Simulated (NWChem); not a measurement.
# Worked example: ideal-gas entropy of InCl2O (SMILES [O][In]([Cl])[Cl])

A doublet with charge 0, relaxed at UHF/3-21G (NWChem 7.3.0):

```xyz
4

O     0.0000    0.0000    2.2681
In    0.0000    0.0000    0.2748
Cl    2.0672    0.0000   -0.9092
Cl   -2.0672    0.0000   -0.9092
```

Harmonic wavenumbers in cm⁻¹: 97, 116, 131, 363, 400, 679.

Masses in u: O 15.999, In 114.818, Cl 35.45. Take T = 298.15 K, p = 1 bar, R = 8.3145 J/(mol K), kT/hc = 207.22 cm⁻¹, rigid rotor and harmonic oscillator.

Task: Compute the standard molar entropy.

Result: 
1. Translation (Sackur–Tetrode): S = R[3/2 ln M + 5/2 ln T − 1.1517] with M = 201.717 gives 175.0 J/(mol K).
2. Rotation: principal moments 149.526, 302.978, 452.504 u Å² give A, B, C = 0.1127, 0.0556, 0.0373 cm⁻¹; the symmetry number is σ = 2; q = (√π/σ)√((kT/hc)³/ABC) = 172917; S = R(ln q + 3/2) = 112.7.
3. Vibration: with u = ν̃/207.22, each mode gives R[u/(eᵘ − 1) − ln(1 − e⁻ᵘ)]; the sum is 50.3, most from 97 cm⁻¹ (14.7), 116 cm⁻¹ (13.2), 131 cm⁻¹ (12.3).
4. Spin: R ln 2 = 5.8.
5. Sum: 175.0 + 112.7 + 50.3 + 5.8 = 343.8 J/(mol K).

No measured value is set beside it here. The set lacks polarisation functions, so shape and wavenumbers are rough.
